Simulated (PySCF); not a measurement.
Zn(iPr)(OH) (C₃H₈OZn), SMILES C[CH](C)[Zn][OH].

Geometry: B3LYP-D3(BJ)/def2-SVP. The structure was generated by enumeration; whether it is a known compound was not checked. One conformer was computed; it need not be the lowest.

The numbers are results of r2SCAN/def2-TZVP run with PySCF, not measurements.

Gas-phase values at a fixed geometry.

Computed frontier levels, gap, dipole moment and polarisability:
- highest occupied level: -6.32 eV
- lowest empty level: -0.81 eV
- orbital gap: 5.51 eV
- dipole moment: 1.97 D
- quadrupole, principal values (traceless, Buckingham form, about the centre of nuclear charge): -9.27, 1.47, 7.79 D·Å
- mean static polarisability: 67.9 bohr³ (10.06 Å³)
- polarisability, principal values: 55.4, 62.7, 85.5 bohr³
